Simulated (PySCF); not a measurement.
Isomers of C7H10N (doublet state), one GFN2-xTB conformer each. Single-point energies are computed at B3LYP/pcH-1 (PySCF, gas phase, no added dispersion term), electronic only. GFN2-xTB treats the open shell by occupation alone, and not every SCF solution was tested for stability.

| SMILES | GFN2-xTB relative energy (kcal/mol) |
| --- | --- |
| C=CC(=C)C(=C)C[NH] | 41.5 |
| [H]/[C]=N/[C@@H]1CC[C@@H]2C[C@@H]21 | 0.0 |

Conformers: `[CH2:1]=[CH:2][C:3](=[CH2:4])[C:5](=[CH2:6])[CH2:7][NH:8]` (doublet state) with C1–C2–C3–C4 167°, C2–C3–C5–C6 -55°, C3–C5–C7–N8 -148°, C5–C7–N8–H 0°; `[H]/[C:1]=[N:2]/[C@@H:3]1[CH2:4][CH2:5][C@@H:6]2[CH2:7][C@H:8]12` (doublet state) with C1–N2–C3–C4 41°, N2–C3–C4–C5 -103°, C3–C4–C5–C6 -20°, C4–C5–C6–C7 78°, C5–C6–C7–C8 -98°.

What does B3LYP/pcH-1 give for the same structures?

| SMILES | B3LYP/pcH-1 E (Eh) | B3LYP/pcH-1 (kcal/mol) | GFN2-xTB (kcal/mol) | point group |
| --- | --- | --- | --- | --- |
| [H]/[C]=N/[C@@H]1CC[C@@H]2C[C@@H]21 | -327.41622 | 0.0 | 0.0 | C1 |
| C=CC(=C)C(=C)C[NH] | -327.40619 | 6.3 | 41.5 | C1 |

Both levels put the same isomer lowest. As drawn, the lower has a three-membered ring, which the higher lacks; the higher has an N–H bond, which the lower lacks.
